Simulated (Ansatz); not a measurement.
A single point on `NBO[SiH2]Cl`.

```yaml
crystal:
  periodic: [false, false, false]
  atoms:
    - {symbol: N, position_ang: [-0.678401, 1.376729, 1.521395]}
    - {symbol: B, position_ang: [-0.292685, 0.204568, 0.878289]}
    - {symbol: O, position_ang: [0.292450, 0.286739, -0.366853]}
    - {symbol: Si, position_ang: [0.746027, -0.877522, -1.410648]}
    - {symbol: Cl, position_ang: [-0.853864, -1.473094, -2.548842]}
    - {symbol: H, position_ang: [-1.104326, 1.380252, 2.429889]}
    - {symbol: H, position_ang: [-0.561848, 2.286517, 1.107790]}
    - {symbol: H, position_ang: [-0.461741, -0.858861, 1.409316]}
    - {symbol: H, position_ang: [1.754108, -0.302506, -2.322032]}
    - {symbol: H, position_ang: [1.243382, -2.073923, -0.695401]}
basis:
  gaussian: {orbitals: def2-QZVPP}
correlation: {method: mp2}
```

```sh
$ ansatz run in.yaml --threads 4 --pin off --events-out ev --progress --plain
```

It prints (some lines left out):

```
Functional definition: HF
2748 factors; integrals over basis functions are off by at most 9.6e-4 eV
mean field evaluation 1: about -24639.6258 eV, gradient 4.8e1 eV
mean field evaluation 2: about -24639.7603 eV, gradient 4.8e1 eV
mean field evaluation 4: about -24644.4393 eV, gradient 4.0e0 eV
mean field evaluation 8: about -24644.4971 eV, gradient 2.7e-1 eV
mean field -24644.49737081 eV, -905.6685737370 hartree, gradient 2.4e-6 eV, S^2 0.000000; 0 other end points of the search recorded, 0 dependent functions left out
13 core orbitals not correlated: weight in the atoms' cores, before any rotation towards them, 1.000 or more for the frozen orbitals, at most 0.000 for the correlated occupied ones
reference -24644.49737081 eV, -905.6685737370 hartree; 15, 15 occupied and 433, 433 virtual orbitals, 2748 factors
second order -25.13070405 eV of doubles, -0.00000000 eV of singles
Total energy: -24669.62807486 eV, -906.5921100768 hartree
```

Hardware: 4 threads of a server CPU on a shared host. Wall time 29 s, peak host memory 2.5 GiB.
